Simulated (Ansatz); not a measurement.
Spectroscopic constants of BO+, multiplicity 3 (an upper state: multiplicity 1 came lower at CCSD(T)/def2-TZVPP on PBE0 minima).

The constants come from a fifth-degree fit in 1/R (seven points, main isotopes). Runs in def2 and cc sets follow the lowest solution found near the PBE0 minimum.

Cores are frozen in the correlated methods.

Programs: Ansatz (Gaussian orbitals). Values without a source in brackets are computed.

```csv
level,r_e (Å),ω_e (cm⁻¹),ω_e x_e (cm⁻¹)
PBE/def2-TZVPP,1.319,1424,12
PBE0/def2-TZVPP,1.304,…,12
wB97X-V/def2-TZVPP,1.309,1483,12
CCSD/def2-TZVPP,1.307,1487,13
CCSD(T)/def2-TZVPP,…,…,12
```

Complete the blanks.


- CCSD(T)/def2-TZVPP, r_e (Å): 1.314
- CCSD(T)/def2-TZVPP, ω_e (cm⁻¹): 1455
- PBE0/def2-TZVPP, ω_e (cm⁻¹): 1495

Ansatz is an electronic-structure program.
